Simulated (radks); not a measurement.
Ionisation of the praseodymium ion Pr3+, [Xe] 4f2, to [Xe] 4f1 as the strength of local exchange is varied. All-electron calculation, Dirac Kohn-Sham, Slater X-alpha exchange (alpha = 2/3 is LDA exchange), no correlation, spin-unpolarised, spherical densities, finite nucleus; open shells are shared between the two j in proportion to 2j + 1; Fermi nuclear charge, rms radius 4.8919 fm. Program: a radial shooting solver on a logarithmic mesh with Libxc functionals.

alpha  E(Pr3+) (hartree)  exchange (hartree)  IE (eV)  -e of the level emptied (eV)  <r> of it (bohr)
0.603         -9208.9854           -183.4399   35.514                26.402 (4f7/2)             1.043
0.645         -9221.7708           -196.4764   36.795                27.561 (4f7/2)             1.029
0.667         -9228.4746           -203.3184   37.474                28.178 (4f7/2)             1.022
0.702         -9239.1494           -214.2223   38.565                29.171 (4f7/2)             1.011
0.917         -9304.9794           -281.7123   45.550                35.594 (4f7/2)            0.9526
0.94          -9312.0478           -288.9839   46.326                36.312 (4f7/2)            0.9472

NIST Atomic Spectra Database: 38.98 eV (semi-empirical). The Delta-SCF value meets it near alpha = 0.71. Spin polarisation and multiplet splitting are left out, so open shells lie too high by an amount that depends on their filling. Sharing an open shell by 2j + 1 raises it above the true ground level by a part of the spin-orbit splitting, which enters the differences from NIST.

Beside tabulated values, note that spin-unpolarised runs miss the spin-polarisation part of the exchange energy of open shells.
